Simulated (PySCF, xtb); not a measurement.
BeF2, SMILES [Be]([F])[F] (connectivity only; charge and spin as stated), charge -1, multiplicity 2.

Harmonic wavenumbers (cm⁻¹) from xtb 6.7.1 with GFN2-xTB at its own minimum, in rising order: 246, 500, 632.

Q: What does PBE-D3(BJ)/def2-TZVPD in PySCF 2.14.0 give at its own minimum? (An estimate is asked for; the answer gives what the named calculation found.)

A: 310, 734, 1123. Paired by order, the mean absolute difference is 263 cm⁻¹ and the zero-point energies are 2.0 and 3.1 kcal/mol.
